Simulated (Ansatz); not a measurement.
A nudged elastic band was laid between two geometries of F3H3Si2 + H2 (10 atoms, charge 0, multiplicity 1).

These are results of Ansatz, RKS PBE/def2-SVP, not measurements.

```
movable images  : 9
climbing image  : yes
spring          : 5.0 eV/Å²
optimiser       : quadratic models (default)
start path      : through a guess of the saddle point
force threshold : 0.5 eV/Å
iteration limit : 60
end points      : relaxed
```

Image 0:

```xyz
10
Properties=species:S:1:pos:R:3
Si 0.398 -0.294 0.089
Si 0.228 -0.265 2.418
H -0.968 -1.073 2.832
H 1.480 -0.869 2.988
H 0.085 1.157 2.879
F 1.683 0.552 -0.430
F -0.911 0.348 -0.635
F 0.557 -1.805 -0.484
H -2.628 1.048 0.970
H -3.057 1.212 1.586
```

Image 10:

```xyz
10
Properties=species:S:1:pos:R:3
Si -0.547 0.433 -0.917
Si -0.108 -0.392 3.347
H -0.470 -0.910 4.711
H 1.324 -0.731 3.050
H -0.294 1.099 3.322
F 0.482 0.702 0.303
F 0.323 0.080 -2.230
F -1.439 -0.860 -0.542
H -1.400 1.617 -1.151
H -1.003 -1.027 2.321
```

Which bonds break or form, and what moves?

Bonds broken: Si1–Si2, H9–H10. Bonds formed: Si1–H9, Si2–H10. F3H3Si2 + H2 becomes F3HSi + H4Si.

What energy profile does the band end with?

The run converged. The highest image is number 5 of 0 to 10, 240.1 kJ/mol above the first end and 261.4 kJ/mol above the last; the last end lies 21.3 kJ/mol below the first. The threshold of 0.5 eV/Å is loose, so the images may lie well off the minimum-energy path. Neighbouring images differ by up to 2.0 eV, so the band resolves the path poorly. The order of the point at the top wasn't checked. The orbitals stay closed-shell, which can raise the energy where a bond breaks towards radicals; this wasn't checked here.

```
image  path coordinate (Å)  energy (kJ/mol)  Si1–Si2 (Å)  H9–H10 (Å)  Si1–H9 (Å)
    0                 0.00              0.0         2.34        0.77        3.43
    1                 1.01              0.7         2.34        0.77        3.45
    2                 2.02              1.9         2.34        0.77        3.28
    3                 3.03              7.4         2.34        0.77        2.92
    4                 4.03             48.2         2.36        0.77        2.36
    5                 5.04            240.1         2.60        1.19        1.69
    6                 6.21             48.7         3.27        1.81        1.48
    7                 7.37            -14.8         3.91        2.25        1.48
    8                 8.54            -20.0         4.11        2.86        1.48
    9                 9.71            -20.8         4.19        3.59        1.48
   10                10.88            -21.3         4.37        4.38        1.48
```

What is the geometry of the highest image?


```xyz
10
Properties=species:S:1:pos:R:3:forces:R:3
Si -0.342 0.003 0.056 -0.37 -0.03 -0.40
Si -0.029 0.036 2.633 0.02 -0.01 0.12
H -1.192 -0.259 3.552 0.03 0.02 -0.01
H 1.043 -0.994 2.828 -0.01 0.00 0.00
H 0.456 1.435 2.868 0.00 0.00 -0.01
F 1.270 0.281 0.214 0.24 0.06 0.06
F -0.747 1.367 -0.742 0.05 -0.18 0.15
F -0.273 -1.407 -0.758 -0.01 0.17 0.14
H -1.988 -0.271 0.289 0.07 -0.01 0.01
H -1.330 -0.182 1.273 -0.02 0.00 -0.06
```

Run time: 4.9 min on 2 threads of Arm Neoverse V1, on a shared host, peak memory 0.14 GiB.
